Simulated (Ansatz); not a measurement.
One change: `FC1=N[SiH]1F` becomes `F[SiH]1C=N1`.

Ansatz, PBE0-D4/def2-TZVP geometries, multiplicity 1. 

```
                                        property  `FC1=N[SiH]1F`
              HOMO energy (PBE0/def2-TZVPP) / eV           -7.79
              LUMO energy (PBE0/def2-TZVPP) / eV           -0.87
             HOMO energy (B3LYP/def2-TZVPP) / eV           -7.58
             LUMO energy (B3LYP/def2-TZVPP) / eV           -1.12
size of the dipole moment (B3LYP/def2-TZVPP) / D            2.39
           HOMO energy (ωB97M-V/def2-TZVPP) / eV          -10.07
```

Problem. Give the same properties after the change, and the shifts. (An estimate is asked.)

Solution. Computed: 
| property | `F[SiH]1C=N1` | shift |
| --- | --- | --- |
| HOMO energy (PBE0/def2-TZVPP) / eV | -6.98 | 0.81 |
| LUMO energy (PBE0/def2-TZVPP) / eV | -1.15 | -0.28 |
| HOMO energy (B3LYP/def2-TZVPP) / eV | -6.77 | 0.81 |
| LUMO energy (B3LYP/def2-TZVPP) / eV | -1.40 | -0.28 |
| size of the dipole moment (B3LYP/def2-TZVPP) / D | 1.98 | -0.41 |
| HOMO energy (ωB97M-V/def2-TZVPP) / eV | -9.20 | 0.87 |

With PBE0 the HOMO rises by 0.81 eV and the LUMO falls by 0.28 eV, so the gap narrows by about 1.09 eV. PBE moves the HOMO by 0.72 eV and ωB97M-V by 0.87 eV. Dipoles are sizes alone; their direction can turn.

B3LYP here is the variant with VWN-RPA as its local correlation; programs differ in this.
